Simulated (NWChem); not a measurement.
CH7AsSi; SMILES [SiH2](C)[AsH2]

```xyz
10

Si     0.6271    -1.1160     0.0000
C     -0.7900    -2.3536     0.0000
As    -0.0488     1.1623     0.0000
H      1.4880    -1.3085     1.2097
H      1.4880    -1.3085    -1.2097
H     -1.4223    -2.2235     0.8914
H     -0.4021    -3.3847     0.0000
H     -1.4223    -2.2235    -0.8914
H     -1.0797     0.9185    -1.1005
H     -1.0797     0.9185     1.1005
```
Atoms are numbered in this order, from 1.

Program: NWChem. Geometry: optimised at PBE0/def2-SVP. B3LYP is NWChem's, with the RPA form of VWN correlation.

For level B3LYP/cc-pVTZ:

```yaml
orbital gap (eV): 7.35
```

Q: How do the values read with level B3LYP/aug-cc-pVDZ instead?

A: 
| Quantity | Value |
|---|---|
| orbital gap (eV) | 6.63 |
